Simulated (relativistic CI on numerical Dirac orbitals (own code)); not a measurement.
d3 in a ligand field

Computed with a parametric ligand-field model of a d^n configuration (Racah B and C, spin-orbit zeta, crystal field), exact diagonalisation.

Field parameters in Wybourne normalisation: Oh B⁴₀ = 21Dq, B⁴₄ = √(5/14) B⁴₀; Td as Oh with Dq negative (B⁴₀ = 21Dq, B⁴₄ = √(5/14) B⁴₀). The field is a parameter set, without covalency.

Problem. Ground term and bands for B = 460, C = 1950, ζ = 0 cm⁻¹, Td, 10Dq = -4800 cm⁻¹?

Solution. Ground term 4T1 with 1.93 electrons in the two orbitals of the cubic e set. Spin-allowed: 4T2 4203 cm⁻¹ (2379 nm), 4A2 9003 cm⁻¹ (1111 nm), 4T1 10507 cm⁻¹ (952 nm). Lowest spin-forbidden: 2E 4412 cm⁻¹ (2266 nm), 2T1 8271 cm⁻¹ (1209 nm), 2T2 8473 cm⁻¹ (1180 nm).

Problem. A d3 ion in Oh symmetry has the ground term 4A2 and bands at 2E 9113 cm⁻¹ (1097 nm), 2T1 9390 cm⁻¹ (1065 nm), 2T2 14698 cm⁻¹ (680 nm), 4T2 27400 cm⁻¹ (365 nm), 4T1 32386 cm⁻¹ (309 nm), 4T1 56414 cm⁻¹ (177 nm). Which parameters reproduce them?

Solution. B = 440, C = 1860, ζ = 0 cm⁻¹, Oh, 10Dq = 27400 cm⁻¹.

Problem. Ground term and bands for B = 780, C = 3540, ζ = 0 cm⁻¹, Oh, 10Dq = 11900 cm⁻¹?

Solution. Ground term 4A2 with 0.00 electrons in the two orbitals of the cubic e set. Spin-allowed: 4T2 11900 cm⁻¹ (840 nm), 4T1 18422 cm⁻¹ (543 nm), 4T1 28978 cm⁻¹ (345 nm). Lowest spin-forbidden: 2E 16089 cm⁻¹ (622 nm), 2T1 16815 cm⁻¹ (595 nm), 2T2 22918 cm⁻¹ (436 nm). With an A2 ground term the first spin-allowed band lies at |10Dq| itself.

Problem. A d3 ion in Oh symmetry has the ground term 4A2 and bands at 4T2 11150 cm⁻¹ (897 nm), 2E 11502 cm⁻¹ (869 nm), 2T1 11976 cm⁻¹ (835 nm), 4T1 16196 cm⁻¹ (617 nm), 2T2 16933 cm⁻¹ (591 nm), 4T1 25204 cm⁻¹ (397 nm). Which parameters reproduce them?

Solution. B = 530, C = 2550, ζ = 0 cm⁻¹, Oh, 10Dq = 11150 cm⁻¹.

Problem. Ground term and bands for B = 500, C = 2220, ζ = 0 cm⁻¹, Oh, 10Dq = 28500 cm⁻¹?

Solution. Ground term 4A2 with 0.00 electrons in the two orbitals of the cubic e set. Spin-allowed: 4T2 28500 cm⁻¹ (351 nm), 4T1 34131 cm⁻¹ (293 nm), 4T1 58869 cm⁻¹ (170 nm). Lowest spin-forbidden: 2E 10649 cm⁻¹ (939 nm), 2T1 10975 cm⁻¹ (911 nm), 2T2 17074 cm⁻¹ (586 nm). With an A2 ground term the first spin-allowed band lies at |10Dq| itself.
